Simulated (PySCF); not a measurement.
Delta-SCF ions had no search for a lower state. Excitations are Tamm–Dancoff values on a coarser integration grid. The basis has no diffuse functions, so Rydberg states are missing or too high.

Cl₄Sn, SMILES `[Cl][Sn]([Cl])([Cl])[Cl]` (charge 0, multiplicity 1)

Computed with ωB97X-D3(BJ)/def2-TZVP // PBE0-D3(BJ)/def2-TZVP (PySCF).

```
Quantity                                                            Result
-------------------------------------------  -----------------------------
HOMO                                                             -12.30 eV
dipole moment                                                       0.00 D
HOMO–LUMO gap                                                     11.20 eV
LUMO                                                              -1.11 eV
S1 excitation (TDA)                                                5.96 eV
S1 oscillator strength                                               0.000
brightest of the four lowest singlets (TDA)                        6.43 eV
vertical ionisation energy (Delta-SCF)                            12.40 eV
total energy                                                 -2055.4499 Ha
cost                                         around 5 core-minutes (rough)
```

Bonded distances (Å): Cl1–Sn2 2.287, Sn2–Cl3 2.287, Sn2–Cl4 2.287, Sn2–Cl5 2.287. Bond angles (°): Cl1–Sn2–Cl3 109.5, Cl1–Sn2–Cl4 109.5, Cl1–Sn2–Cl5 109.5, Cl3–Sn2–Cl4 109.5, Cl3–Sn2–Cl5 109.5, Cl4–Sn2–Cl5 109.5.
Charge 0, spin multiplicity 1.
